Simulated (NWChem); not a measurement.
## Lowest excitation of hydrogen selenide (H₂Se)

```
Se
H 1 1.4692
H 1 1.4692 2 91.26
```
Charge 0, spin multiplicity 1.

Everything below was run with NWChem. Structure: optimised with PBE0/def2-SVP, a minimum by its harmonic frequencies.

Basis set: def2-SVPD.

```json
[
 {"method": "TD-B3LYP", "lowest vertical singlet excitation energy (eV)": "5.23", "relative cost": "under 3", "difference from EOM-CCSD": "-0.27"},
 {"method": "TD-PBE", "lowest vertical singlet excitation energy (eV)": "5.21", "relative cost": "1", "difference from EOM-CCSD": "-0.29"},
 {"method": "CIS", "lowest vertical singlet excitation energy (eV)": "5.57", "relative cost": "under 3", "difference from EOM-CCSD": "+0.06"},
 {"method": "EOM-CCSD", "lowest vertical singlet excitation energy (eV)": "5.51", "relative cost": "under 3", "difference from EOM-CCSD": "0.00"},
 {"method": "TD-PBE0", "lowest vertical singlet excitation energy (eV)": "5.35", "relative cost": "under 3", "difference from EOM-CCSD": "-0.16"}
]
```

The values span 0.35 eV, from TD-PBE (lowest) to CIS (highest). The cost column gives rough processor time relative to TD-PBE; each entry includes its own SCF.

The Hamiltonian is non-relativistic. The correlated methods keep 9 core orbitals frozen. B3LYP has NWChem's definition, with VWN1-RPA local correlation. Coupled-cluster values serve here as a point of comparison, not as the truth.
